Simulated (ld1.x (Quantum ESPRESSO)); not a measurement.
**bismuth (Bi): one change to a TM potential, before and after**

Bi, norm-conserving Troullier–Martins (Kleinman–Bylander form), made with ld1.x (Quantum ESPRESSO) 7.5 (PBE, scalar-relativistic). Core [Xe] 4f14, reference 5d10 6s2 6p3. Waves: 6s (bound): rc 2.05 bohr; 6p (bound): rc 2.00 bohr; 5d (bound): rc 1.95 bohr. Local part: all-electron potential smoothed inside 2.05 bohr (lloc = -2). Core correction: a·sin(br)/r model core inside 1.75 bohr.

Change: core correction a·sin(br)/r model core inside 2.32 bohr.

Cutoffs: the cutoffs (Ry, on a coarse ladder) from which the occupation-weighted sum of valence levels, in a spherical-Bessel basis at the reference potential, stays within 10 and 1 mRy of its value at 400 Ry; they do not see the model core or the augmentation charge, which bear on the density cutoff. Errors are all-electron minus pseudo energies relative to the spin-unpolarised reference configuration.

Question: Predict the effect on cutoff, ghosts and configuration errors.

Answer: The potential gets neither clearly harder nor softer (55 Ry and 90 Ry → 55 Ry and 90 Ry); of the 7 tests that both files solve, the error grows in 2 and shrinks in 3 by more than 15 % and 0.3 meV (median size 3.3 → 2.6 meV); neither file shows a bound ghost. A wider model core is smoother and lowers the density cutoff, which this test does not measure.

```tsv
quantity	base	changed
cutoff, loose	55 Ry	55 Ry
cutoff, tight	90 Ry	90 Ry
bound ghosts	none	none
error for 5d10 6s2 6p2, meV [ΔE 7.91 eV]	-1.4	-1.3
error for 5d10 6s2 6p1, meV [ΔE 23.16 eV]	-4.6	-2.6
error for 5d10 6s2 6p0, meV [ΔE 46.50 eV]	-27	-16
error for 5d10 6s0 6p5, meV [ΔE 20.50 eV]	-3.3	+6.0
error for 5d10 6s2 6p2.5, meV [ΔE 3.10 eV]	-0.9	-0.9
error for 5d10 6s1 6p4, meV [ΔE 10.08 eV]	-2.5	-0.4
error for 5d10 6s1 6p3, meV [ΔE 18.73 eV]	+4.3	+6.8
s: phases at 2.25 bohr within 0.05 rad from the reference energy up to (Ry; the scan ends near 5)	1.8	1.8
p: phases at 2.25 bohr within 0.05 rad from the reference energy up to (Ry; the scan ends near 5)	1.2	1.2
d: phases at 2.25 bohr within 0.05 rad from the reference energy up to (Ry; the scan ends near 5)	1.2	1.2
```
